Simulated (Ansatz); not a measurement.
Born–Oppenheimer molecular dynamics of H$_{2}$SZn (4 atoms, charge 0, multiplicity 1). It starts from a relaxed structure.

Method: Ansatz, RKS PBE-D4/def2-SVP.

```yaml
ensemble: NVE (velocity Verlet)
time_step: 3 fs
steps_asked: 120
starting_velocities_drawn_for: 300 K
seed: 298262
```

First frame:

```xyz
4
Properties=species:S:1:pos:R:3
S -0.085 -1.485 0.308
Zn -0.341 0.567 -0.413
H 1.028 -1.143 1.020
H -0.545 2.000 -0.936
```

Q: How far do the bonds stretch over the last three quarters of this one trajectory? (Pairs bonded in most of those frames.)

A: 
| bond | mean (Å) | spread (Å) | shortest | longest |
| --- | --- | --- | --- | --- |
| S1–Zn2 | 2.196 | 0.047 | 2.12 | 2.27 |
| S1–H3 | 1.367 | 0.013 | 1.35 | 1.39 |
| Zn2–H4 | 1.539 | 0.016 | 1.52 | 1.56 |

Mean temperature of the second half: 153 K. The conserved energy stayed within 1.1 meV per atom of its start (net change 0.22 meV per atom), so the integration is sound. The temperature averaged 0.51 of the 300 K drawn at the start: a run that starts near a minimum puts about half its kinetic energy into the potential. A step of 3 fs is long for free X–H stretches (periods near 10 fs) and can bias their spread and the temperature. A run of 0.36 ps of so small a system gives no equilibrium averages.

Time of the run: 110 s on 1 CPU thread of a shared host.
